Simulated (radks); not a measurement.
Task: The lanthanum anion La-, configuration [Xe] 5d2 6s2. All-electron calculation, scalar-relativistic Kohn-Sham, LDA (Slater exchange, Perdew-Wang correlation), spin-polarised, spherical densities, finite nucleus; open shells are filled with parallel spins first (spin-orbit coupling, left out, can overturn this in heavy ions); Fermi nuclear charge, rms radius 4.855 fm; hard spherical wall at 6 bohr. Program: a radial shooting solver on a logarithmic mesh with Libxc functionals. Some entries of the table are withheld. Estimate them.

orbital  occ.  eigenvalue (eV)  r(max) (bohr)  <r^2> (bohr^2)
1s down     1        -38695.88        0.01609       0.0008551
1s up       1        -38695.88        0.01609       0.0008551
2s up       1        -6151.076        0.09103         0.01364
2s down     1        -6151.030        0.09103         0.01364
2p up       3        -5514.988        0.07314         0.01085
2p down     3        -5514.952        0.07314         0.01085
3s up       1        -1305.721         0.2607         0.09319
3s down     1        -1305.693         0.2607         0.09319
3p up       3        -1102.523         0.2550         0.09316
3p down     3        -1102.493         0.2550         0.09315
3d up       5        -809.6264         0.2100         0.07982
3d down     5        -809.5858         0.2100         0.07981
4s up       1        -253.8056         0.6083          0.4837
4s down     1        -253.7321         0.6083          0.4837
4p up       3        -187.6645         0.6354          0.5472
4p down     3        -187.5930         0.6354          0.5472
4d up       5         -91.9116         0.6719          0.6855
4d down     5         -91.8306         0.6719          0.6848
5s up       1         -27.7243          1.409           2.777
5s down     1         -27.2289          1.405           2.752
5p up       3         -11.5151          1.596           3.897
5p down     3         -10.8630          1.589           3.853
6s up       1           6.0332          3.608           13.61
5d up       2           6.6291          2.403           9.123
6s down     1           6.7158          3.638           13.76
5d down     0           7.4425          2.391           9.223
6p up       0          10.3086          3.983           15.01
6p down     0          10.8902          4.004           15.16
6d up       0          19.7355          4.502           14.22
6d down     0          20.2541          4.515           14.19
7s up       0              (1)          4.815           14.93
7s down     0              (2)          4.824           14.87

Result: 
(1) 7s up eigenvalue (eV): 25.7208
(2) 7s down eigenvalue (eV): 26.2964
